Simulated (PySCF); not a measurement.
CH4AlFOS, SMILES C[S][Al]([OH])[F]. Atoms are numbered in the order given.

```xyz
9

Al     0.0134     0.8059     0.0000
F     -0.9498     2.1612     0.0000
O      1.7049     0.9265     0.0000
H      2.2260     1.7338     0.0000
S     -0.8844    -1.1584     0.0000
C      0.6426    -2.2088     0.0000
H      1.5547    -1.5991     0.0000
H      0.6247    -2.8433     0.8962
H      0.6247    -2.8433    -0.8962
```
Charge 0, spin multiplicity 1.

Coordinates come from a B3LYP-D3(BJ)/def2-SVP optimisation. The structure was generated by enumeration; whether it is a known compound was not checked. One conformer was computed; it need not be the lowest.

All values below come from HF/def2-TZVP (PySCF).

Symmetry labels are those of the subgroup Cs that the program uses (full group Cs).

Computed valence orbital energies around the gap with their symmetry:
```
orbital  symmetry  energy (eV)
-------  --------  -----------
HOMO−7         A"       -16.99
HOMO−6         A'       -16.14
HOMO−5         A"       -16.01
HOMO−4         A'       -14.59
HOMO−3         A"       -14.09
HOMO−2         A'       -13.47
HOMO−1         A'       -11.48
HOMO           A"       -10.01
LUMO           A'         2.23
LUMO+1         A"         2.82
LUMO+2         A'         3.38
LUMO+3         A'         3.91
```
